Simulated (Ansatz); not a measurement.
Program: Ansatz. Geometries: PBE0-D4/def2-TZVP. ΔE: electronic, gas phase. CCSD(T)/CBS is the MP2 limit (def2-TZVPP, def2-QZVPP) plus CCSD(T) − MP2 in def2-TZVPP, frozen cores. This one scheme is used for every species. Each species was taken in one conformer, which may not be the lowest.

Consider the ligand exchange at the Si–N bond: `BN(CC)[Si](C)(C)C` + `NN` → `C[Si](C)(C)NN` + `BNCC`.

`BN(CC)[Si](C)(C)C`:

```xyz
24

B    -0.372    1.326    1.796
N     0.051    0.252    1.016
C     0.246   -1.063    1.623
C    -0.935   -1.991    1.407
Si    0.243    0.468   -0.735
C     1.206    2.031   -1.072
C     1.200   -0.989   -1.418
C    -1.440    0.563   -1.542
H    -0.525    1.186    2.979
H    -0.585    2.387    1.277
H     1.155   -1.524    1.224
H     0.406   -0.920    2.694
H    -0.756   -2.961    1.879
H    -1.842   -1.561    1.838
H    -1.120   -2.166    0.344
H     2.179    2.003   -0.577
H     1.377    2.141   -2.147
H     0.674    2.918   -0.722
H     1.327   -0.856   -2.497
H     2.198   -1.059   -0.977
H     0.693   -1.944   -1.264
H    -2.013    1.399   -1.132
H    -1.352    0.712   -2.622
H    -2.015   -0.351   -1.372
```

`NN`:

Cartesian coordinates in Å:
```
N 0.131 -0.204 0.700
N -0.425 0.411 -0.447
H 0.736 -0.985 0.472
H 0.679 0.487 1.195
H 0.178 0.340 -1.260
H -1.299 -0.049 -0.659
```

`C[Si](C)(C)NN`:

Cartesian coordinates in Å:
```
C -0.268 0.772 1.652
Si -0.200 -0.156 0.023
C -1.200 -1.732 0.126
C -0.850 0.980 -1.316
N 1.413 -0.637 -0.370
N 2.496 0.257 -0.489
H 0.366 1.663 1.634
H -1.286 1.108 1.871
H 0.064 0.141 2.481
H -1.180 -2.275 -0.822
H -2.244 -1.511 0.363
H -0.818 -2.395 0.907
H -0.885 0.469 -2.281
H -0.216 1.865 -1.427
H -1.858 1.332 -1.079
H 1.735 -1.582 -0.248
H 2.393 0.813 -1.329
H 2.539 0.886 0.305
```

`BNCC`:

```xyz
12

B    -0.885   -1.169   -1.373
N    -0.584    0.018   -0.730
C    -0.259    0.195    0.670
C     1.147    0.726    0.881
H    -1.119   -1.148   -2.547
H    -0.905   -2.185   -0.736
H    -0.558    0.875   -1.262
H    -0.376   -0.775    1.156
H    -0.983    0.875    1.135
H     1.280    1.695    0.393
H     1.355    0.858    1.945
H     1.886    0.036    0.467
```

| species | SCS-MP2/def2-TZVPP energy (Eh) |
| --- | --- |
| `BN(CC)[Si](C)(C)C` | -568.27227 |
| `NN` | -111.66727 |
| `C[Si](C)(C)NN` | -519.64058 |
| `BNCC` | -160.30033 |

**Question.** Work out ΔE.

**Answer.** ΔE = (-519.64058) + (-160.30033) − (-568.27227) − (-111.66727) = -0.00137 Eh = -3.6 kJ/mol. CCSD(T)/CBS gives -2.6 kJ/mol.

Largest T1 diagnostic among the species: 0.012.

Leaving LDA and LC-ωPBE aside and taking each functional with its dispersion term where it has one, the values, not all of them listed here, spread over 9.7 kJ/mol, from B2PLYP to revPBE-D4. LDA lies +5.6 kJ/mol from PBE without D4. In def2-TZVPP, CCSD(T) changes the Hartree–Fock value by +17.8 kJ/mol (the triples alone add +3.0 kJ/mol) and MP2 by +19.4 kJ/mol. The D4 term adds +14.6 kJ/mol with B3LYP and +8.7 kJ/mol with PBE0; it sums over pairs of atoms, weighted by their polarisabilities, and B3LYP, whose exchange is more repulsive, gets the larger term.

B3LYP here is the variant with VWN-RPA as its local correlation; programs differ in this.
